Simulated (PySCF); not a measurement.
FH4O4Si, SMILES O[Si-](F)(O)(O)O, charge -1. The structure is a stationary point at PBE-D3(BJ)/def2-SVPD. One conformer was computed; it need not be the lowest.

Computed equilibrium geometry at PBE-D3(BJ)/def2-SVPD (PySCF confirms it by a frequency run) as Cartesian coordinates in Å, and its point group (one conformer of several):
point group Cs.
```xyz
10

O     -0.8760    -0.1441     1.4753
Si     0.0138     0.0409     0.0000
O     -0.8760    -0.1441    -1.4753
O     -0.1896     1.8035     0.0000
O      1.7237     0.2397     0.0000
H     -0.8733    -1.0980     1.6650
H     -0.8733    -1.0980    -1.6650
H     -1.1308     2.0329     0.0000
H      1.8648     1.2023     0.0000
F      0.2848    -1.7392     0.0000
```
Charge -1, spin multiplicity 1.
